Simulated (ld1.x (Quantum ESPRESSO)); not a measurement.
What one change does to a pseudopotential (S, TM semilocal)

```json
{"Element": "S", "Generator": "ld1.x (Quantum ESPRESSO) 7.5", "Type": "norm-conserving Troullier–Martins (semilocal form)", "Functional": "BLYP", "Relativity": "scalar-relativistic", "Frozen core": "[Ne]", "Valence charge": "6", "Reference configuration": "3s2 3p4", "Partial waves": "3s (bound): rc 1.10 bohr; 3d channel at 0.25 Ry: rc 1.60 bohr; 3p (bound): rc 1.60 bohr", "Local potential": "the p channel", "Core correction": "Bessel-smoothed model core inside 1.10 bohr"}
```

All-electron outer shells of the reference configuration (BLYP, scalar-relativistic, ld1.x):

```tsv
shell	level (eV)	outermost node (bohr)	outermost maximum (bohr)
2s	-211.57	0.13	0.39
2p	-156.57	–	0.33
3s	-17.11	0.60	1.40
3p	-6.87	0.58	1.59
```

Change: wave 3s (bound): rc 1.10 bohr becomes 3s (bound): rc 1.02 bohr.

Cutoffs: the cutoffs (Ry, on a coarse ladder) from which the occupation-weighted sum of valence levels, in a spherical-Bessel basis at the reference potential, stays within 10 and 1 mRy of its value at 400 Ry; they do not see the model core or the augmentation charge, which bear on the density cutoff. Errors are all-electron minus pseudo energies relative to the spin-unpolarised reference configuration.

Task: What does the change do?

Result: The potential gets harder (60 Ry and 140 Ry → 80 Ry and 230 Ry); of the 7 tests that both files solve, the error grows in 1 and shrinks in 1 by more than 15 % and 0.3 meV (median size 3.0 → 3.4 meV); neither file shows a bound ghost. A smaller radius makes the pseudo-wave follow the all-electron one further in, where it bends more sharply, so more plane waves are needed. A semilocal file is local in each channel, so a ghost entry of none says nothing of the separable form that plane-wave codes build from it.

| quantity | base | changed |
| --- | --- | --- |
| cutoff, loose | 60 Ry | 80 Ry |
| cutoff, tight | 140 Ry | 230 Ry |
| loose cutoff by channel (10 mRy a level) | s 50 Ry, p 10 Ry | s 70 Ry, p 10 Ry |
| bound ghosts | none | none |
| error for 3s2 3p3, meV [ΔE 11.62 eV] | +3.0 | +3.4 |
| error for 3s2 3p2, meV [ΔE 33.76 eV] | +25 | +28 |
| error for 3s2 3p1, meV [ΔE 67.68 eV] | +91 | +104 |
| error for 3s2 3p4.3, meV [ΔE -1.67 eV] | +0.3 | +0.3 |
| error for 3s2 3p3.5, meV [ΔE 4.59 eV] | +0.3 | +0.4 |
| error for 3s2 3p0, meV [ΔE 114.44 eV] | +242 | +281 |
| error for 3s1 3p4, meV [ΔE 22.49 eV] | +2.9 | +1.8 |
| s: phases at 1.75 bohr within 0.05 rad from the reference energy up to (Ry; the scan ends near 5) | 3.9 | 2.9 |
| p: phases at 1.75 bohr within 0.05 rad from the reference energy up to (Ry; the scan ends near 5) | to the end of the scan | to the end of the scan |
| d: phases at 1.75 bohr within 0.05 rad from the reference energy up to (Ry; the scan ends near 5) | to the end of the scan | to the end of the scan |
